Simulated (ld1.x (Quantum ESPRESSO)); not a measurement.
**Reading a pseudo-wave (silver (Ag))**

Columns: radius, all-electron u(r) and pseudo u(r) of the 5s shell (level -5.52 eV) of silver in the configuration [Kr] 4d10 5s0.75 5p0; PBEsol, non-relativistic, TM scheme, ld1.x (Quantum ESPRESSO) 7.5.

```
r (bohr)  all-electron  pseudo
   0.140       -0.0532  0.0167
   0.280        0.1707  0.0342
   0.420        0.0329  0.0534
   0.560       -0.1701  0.0752
   0.700       -0.2650  0.1005
   0.840       -0.2445  0.1303
   0.980       -0.1510  0.1655
   1.120       -0.0259  0.2068
   1.260        0.1038  0.2544
   1.400        0.2238  0.3074
   1.540        0.3275  0.3642
   1.680        0.4130  0.4220
   1.820        0.4808  0.4770
   1.960        0.5324  0.5255
   2.100        0.5698  0.5644
   2.240        0.5950  0.5922
   2.380        0.6099  0.6090
   2.520        0.6163  0.6162
   2.660        0.6156  0.6156
   2.800        0.6092  0.6092
   2.940        0.5981  0.5981
   3.080        0.5835  0.5835
   3.220        0.5660  0.5660
   3.360        0.5465  0.5465
   3.500        0.5254  0.5254
   3.640        0.5033  0.5033
```

Task: How many radial nodes do the two functions have?

Result: The all-electron 5s function has n − l − 1 = 4 (the table is too coarse to show those close to the nucleus); the pseudo-wave has 0, since the states of the same l below it are removed with the core.

Task: At about which radius was the pseudo-wave matched?

Result: 2.80 bohr. The columns agree to 0.0005 from 2.52 bohr on; several derivatives are matched, so the curves merge somewhat inside the radius.

Task: Where does each function peak?

Result: Outermost all-electron maximum near 2.52 bohr, pseudo maximum near 2.52 bohr (to the table’s step).

Task: Is the pseudo-wave norm-conserving?

Result: Yes: the TM scheme keeps the norm inside the radius equal to the all-electron one, which fixes the energy derivative of the logarithmic derivative at the level.
